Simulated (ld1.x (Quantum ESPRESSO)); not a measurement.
Which change was made? (Fe, ultrasoft)

* Element: Fe
* Generator: ld1.x (Quantum ESPRESSO) 7.5
* Type: ultrasoft
* Functional: PBE
* Relativity: scalar-relativistic
* Frozen core: [Ne]
* Valence charge: 16
* Reference configuration: 3s2 3p6 3d6 4s1.5 4p0 (charge +0.5)
* Partial waves: 3s (bound): rcut 1.50, rcutus 1.65 bohr; 4s (bound): rcut 1.50, rcutus 1.65 bohr; 3p (bound): rcut 1.20, rcutus 1.25 bohr; 4p (bound, empty): rcut 1.20, rcutus 1.25 bohr; 3d (bound): rcut 1.65, rcutus 1.95 bohr; 3d channel at 2.4 Ry: rcut 1.65, rcutus 1.95 bohr
* Local potential: all-electron potential smoothed inside 1.50 bohr (lloc = -1)
* Core correction: Bessel-smoothed model core inside 0.60 bohr
* Augmentation charge: PSQ, inside the norm-conserving radii

Cutoffs, loose and tight: the cutoffs (Ry, on a coarse ladder) from which the occupation-weighted sum of valence levels, in a spherical-Bessel basis at the reference potential, stays within 10 and 1 mRy of its value at 400 Ry. They do not see the model core or the augmentation charge, which bear on the density cutoff. Test errors are all-electron minus pseudo excitation energies from the reference, over the configurations 3s2 3p6 3d6 4s2 4p0; 3s2 3p6 3d6 4s1 4p0; 3s2 3p6 3d6 4s0 4p0; 3s2 3p6 3d7 4s1 4p0; 3s2 3p6 3d6 4s0 4p2; 3s2 3p6 3d5 4s0 4p0; 3s2 3p6 3d6 4s1 4p1; variants that change the core or the reference have their own tests. The largest error is taken over the tests solved by every variant that gives reliable tests at all, those not shown here included: 3s2 3p6 3d6 4s0 4p0; 3s2 3p6 3d6 4s1 4p0; 3s2 3p6 3d6 4s2 4p0.

The base gives: outcome: generated, overlap not positive; bound ghosts: not determined (overlap not positive); largest test error (meV): -65.

On the changes marked as counting shells twice: ld1.x takes every shell without a wave as core, so the model core holds the marked electrons as well and exchange and correlation see them twice. This cancels in the reference configuration, but the file is broken for other ones, and its errors say nothing about a proper core correction.

(1) After one change the result is: outcome: generated, overlap not positive; bound ghosts: not determined (overlap not positive); largest test error (meV): -4.6. Which change was it?
A. type TM; waves now 3p (bound): rc 1.25 bohr; 3d (bound): rc 1.95 bohr; 3s (bound): rc 1.65 bohr; local potential the s channel (4s counted twice)
B. waves 3d (bound): rcut 1.38, rcutus 1.46 bohr; 3d channel at 2.4 Ry: rcut 1.38, rcutus 1.46 bohr
C. all radii but the core radius scaled by about 0.96 (s 1.60, p 1.20, d 1.88 bohr, rcut 1.44/1.16/1.60); local potential all-electron potential smoothed inside 1.44 bohr (lloc = -1)

## Answers

(1) C. The others give: type TM; waves now 3p (bound): rc 1.25 bohr; 3d (bound): rc 1.95 bohr; 3s (bound): rc 1.65 bohr; local potential the s channel (4s counted twice) → outcome: generated, misses its reference levels by 2.10 eV; cutoff, loose: 80 Ry; cutoff, tight: 140 Ry; bound ghosts: none; largest test error (meV): -4830 | waves 3d (bound): rcut 1.38, rcutus 1.46 bohr; 3d channel at 2.4 Ry: rcut 1.38, rcutus 1.46 bohr → outcome: generated, overlap not positive; bound ghosts: not determined (overlap not positive); largest test error (meV): -56. A file whose overlap is not positive is unfit for use, and its test errors describe a broken file.
